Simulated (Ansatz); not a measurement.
An input meant for SnBr₂ (charge 0, singlet).

```yaml
crystal:
  periodic: [false, false, false]
  atoms:
    - {symbol: Sn, position_ang: [0.004993, -0.007059, -1.088981]}
    - {symbol: Br, position_ang: [1.913398, -0.018619, 0.553413]}
    - {symbol: Br, position_ang: [-1.918381, 0.025678, 0.535568]}
basis:
  gaussian: {orbitals: def2-TZVPP, fitting: {mean_field: cc-pVTZ-jkfit}}
hamiltonian: {xc: {name: B3LYP5}}
scf: {omitted_lower_state_checks: [starts]}
output: {forces: true}
```

```sh
$ ansatz run in.yaml --threads 4 --pin off --events-out ev --progress --plain --max-ram 3916MiB
```

Output, abridged:

```
Functional definition: B3LYP5
Error: [file] the basis set cc-pVTZ-JKFIT has no functions for Sn
```

In the def2 sets Sn takes a core potential; there is no spin–orbit coupling.
